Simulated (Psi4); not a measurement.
Psi4 input (wB97X-D/6-31G*):

```
memory 1500 MB

molecule {
-1 1
Be   -0.90991514   -0.52635867   -0.69382244
C     0.30786388    0.17809004    0.23475032
H     0.86726306   -0.57499595    0.80022571
H    -0.10131557    0.89286335    0.95689965
H     1.02652982    0.71902706   -0.39033749
symmetry c1
no_reorient
no_com
}

set {
  basis 6-31G*
  reference rks
  scf_type pk
  dft_radial_points 99
  dft_spherical_points 590
  e_convergence 1e-8
  d_convergence 1e-7
  maxiter 150
}

e = energy('wb97x-d')
print_out(f'\nFINAL {e:.10f} DIPOLE {variable("CURRENT DIPOLE")[0]:.6f} {variable("CURRENT DIPOLE")[1]:.6f} {variable("CURRENT DIPOLE")[2]:.6f}\n')
```

Task: Predict the final energy.

Result: -54.54651 Eh.
